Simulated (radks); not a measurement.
The numbers below are computed, except where a source is named.
Q: All-electron atom: Yb I in [Xe] 4f14 6s1 7f1 (not the ground configuration). Level of theory: Dirac Kohn-Sham, LDA (Slater exchange, Perdew-Wang correlation), spin-unpolarised, spherical densities, point nucleus; open shells are shared between the two j in proportion to 2j + 1 (a radial shooting solver on a logarithmic mesh with Libxc functionals). Some entries of the table are withheld. Estimate them.

orbital      occ.  eigenvalue (eV)  <r> (bohr)
1s1/2           2        -61120.94         (1)
2s1/2           2        -10355.26     0.08279
2p1/2           2        -9880.030     0.06874
2p3/2           4        -8834.089     0.07624
3s1/2           2        -2337.984      0.2165
3p1/2           2        -2127.973      0.2062
3p3/2           4        -1906.037      0.2203
3d3/2           4        -1547.615         (2)
3d5/2           6        -1499.085         (3)
4s1/2           2        -464.0974      0.4881
4p1/2           2        -379.1679      0.4957
4p3/2           4        -328.7170      0.5284
4d3/2           4        -188.8578      0.5537
4d5/2           6        -179.6748      0.5653
5s1/2           2              (4)       1.208
5p1/2           2         -38.0043       1.367
5p3/2           4         -31.8443       1.486
4f5/2           6          -9.9194      0.7740
6s1/2           1          -8.6918       3.513
4f7/2           8          -8.5986      0.7971
7f5/2    0.428571          -0.2929       42.96
7f7/2    0.571429          -0.2928       42.91

A: 
(1) 1s1/2 <r> (bohr): 0.01967
(2) 3d3/2 <r> (bohr): 0.1936
(3) 3d5/2 <r> (bohr): 0.1979
(4) 5s1/2 eigenvalue (eV): -61.0119
